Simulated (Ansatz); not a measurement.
One change: `N=C[SiH2]F` becomes `N=C[SiH2]N`.

Ansatz, PBE0-D4/def2-TZVP geometries, multiplicity 1. Each molecule was computed in one conformer, which needn't be the lowest.

| property | `N=C[SiH2]F` |
| --- | --- |
| size of the dipole moment (ωB97M-V/def2-TZVPP) / D | 1.97 |
| LUMO energy (PBE0/def2-TZVPP) / eV | -1.21 |
| HOMO energy (ωB97M-V/def2-TZVPP) / eV | -9.82 |
| HOMO–LUMO gap (B3LYP/def2-TZVPP) / eV | 5.84 |
| HOMO–LUMO gap (ωB97M-V/def2-TZVPP) / eV | 10.88 |
| HOMO–LUMO gap (PBE/def2-TZVPP) / eV | 3.75 |

(1) Give the same properties after the change, and the shifts. (Best estimate.)

Answers

(1) Computed: 
```
                                          property  `N=C[SiH2]N`  shift
size of the dipole moment (ωB97M-V/def2-TZVPP) / D          1.10  -0.87
                LUMO energy (PBE0/def2-TZVPP) / eV         -0.74   0.47
             HOMO energy (ωB97M-V/def2-TZVPP) / eV         -9.41   0.41
             HOMO–LUMO gap (B3LYP/def2-TZVPP) / eV          5.90   0.06
           HOMO–LUMO gap (ωB97M-V/def2-TZVPP) / eV         10.92   0.04
               HOMO–LUMO gap (PBE/def2-TZVPP) / eV          3.83   0.08
```

With PBE0 the HOMO rises by 0.41 eV and the LUMO rises by 0.47 eV, so the gap widens by about 0.06 eV. PBE moves the HOMO by 0.39 eV and ωB97M-V by 0.41 eV. The zero-point energy changes by 59.4 kJ/mol with +6 modes. Dipoles are sizes alone; their direction can turn.

B3LYP here is the variant with VWN-RPA as its local correlation; programs differ in this.
